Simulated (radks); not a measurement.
Problem. Rb II, 36 electrons, occupied as [Kr] (the NIST ground configuration). All-electron calculation, non-relativistic Kohn-Sham, Slater X-alpha with alpha = 0.654, spin-unpolarised, spherical densities, point nucleus; relativity is left out, which matters for an element this heavy. Program: a radial shooting solver on a logarithmic mesh with Libxc functionals. Some entries of the table are withheld. Estimate them.

orbital  occ.  eigenvalue (eV)  r(max) (bohr)  <r^2> (bohr^2)
1s          2              (1)        0.02732             (2)
2s          2        -1941.870         0.1538         0.03921
2p          6        -1764.629            (3)         0.03012
3s          2        -289.3079         0.4618          0.3146
3p          6        -225.4188         0.4513          0.3219
3d         10              (4)         0.3920          0.3376
4s          2              (5)          1.283             (6)
4p          6         -20.1666          1.435           3.496

Solution. 
(1) 1s eigenvalue (eV): -14717.41
(2) 1s <r^2> (bohr^2): 0.002288
(3) 2p r(max) (bohr): 0.1214
(4) 3d eigenvalue (eV): -109.8567
(5) 4s eigenvalue (eV): -34.8962
(6) 4s <r^2> (bohr^2): 2.518
